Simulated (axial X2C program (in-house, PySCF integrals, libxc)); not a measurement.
## Bond lengths and stretching modes, held linear, of CuOCu

Computed with an axial X2C code built on PySCF integrals: two-component X2C with atomic mean-field Coulomb and Gaunt terms, Gaussian nuclei, basis Cu dyall-v3z, O dyall-av3z with contracted cores. Spin-free rows use the one-electron spin-free X2C Hamiltonian.

Masses Cu 62.930, O 15.995, Cu 62.930 u. States: 2c Ω = 0 (all partner blocks equally filled); spin-free M_S = 0, Λ = 0 (closed shell).

r2SCAN, 2c: energies above the lowest point

```csv
r(Cu–O) (Å),r(O–Cu) (Å),E (meV)
1.6770,1.6770,11.55
1.6770,1.7200,4.60
1.6770,1.7630,38.47
1.7200,1.6770,4.60
1.7200,1.7200,0.00
1.7200,1.7630,36.07
1.7200,1.8060,103.15
1.7630,1.6770,38.47
1.7630,1.7200,36.07
1.7630,1.7630,74.20
1.8060,1.7200,103.15
1.8060,1.8060,214.04
```

Task: Fit a quadratic surface with cubic terms in each bond: where is the minimum, and what are the two stretching wavenumbers?

Result: At r2SCAN, 2c: bonds 1.703 and 1.703 Å; harmonic stretches 329.2 and 935.7 cm⁻¹; force constants 3.84, 3.84 and coupling 0.18 mdyn/Å.

The other levels and Hamiltonians give:

```tsv
Hamiltonian	level	r(Cu–O) (Å)	r(O–Cu) (Å)	lower stretch (cm⁻¹)	upper stretch (cm⁻¹)
2c	PBE0	1.720	1.720	318.4	914.7
2c	HF	1.783	1.783	290.9	838.3
2c	MP2	1.696	1.696	322.1	920.6
spin-free	PBE0	1.720	1.720	318.3	913.2
spin-free	HF	1.783	1.783	291.2	837.7
spin-free	r2SCAN	1.704	1.704	329.2	934.3
spin-free	MP2	1.696	1.696	322.2	919.6
```

Each state is one determinant, the lowest of a limited PBE0 search; the stretches come from a fit to these few points and carry an uncertainty of a few per cent. Other orders of the atoms were not compared. MP2 freezes inner shells (threshold -2 hartree). The molecule was held linear; bending was not examined, so a bent shape may lie lower.
